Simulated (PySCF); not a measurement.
**Shifts of the heteroatoms**

Numbering as in the mapped SMILES `[CH2:1]=[CH:2][n:3]1[n:4][n:5][c:6]2[cH:7][c:8]([CH3:9])[cH:10][cH:11][c:12]12` (H(Xn): hydrogen on atom n). Ha(C1) is cis to N3; Hb(C1) is trans to N3.

[PySCF 2.14.0 with density-fitted response routines: geometry from GFN2-xTB; PBE0/pcSseg-1 with gauge-including orbitals; non-relativistic Hamiltonian; averaged over atoms made equivalent by symmetry, fast rotation or ring inversion; a single conformation; isolated molecule]

**Question.** Where does 15N resonate?

**Answer.** 
| atoms | environment | σ (ppm) | δ (ppm) |
| --- | --- | --- | --- |
| N4 | pyridine-type nitrogen of an azole | -139.3 | -19.7 |
| N5 | pyridine-type nitrogen of an azole | -113.7 | -43.3 |
| N3 | pyrrole-type ring nitrogen | 8.3 | -155.7 |

Shieldings were converted by a linear fit to measured shifts: 15N (scatter 6.3 ppm rms vs CH3NO2, solution or neat liquid). Occasional misses reach two or three times the rms, and more in compound classes unlike the fitted ones.

On a 500 MHz spectrometer 15N resonates near 50.7 MHz, so 1 ppm is 50.7 Hz.
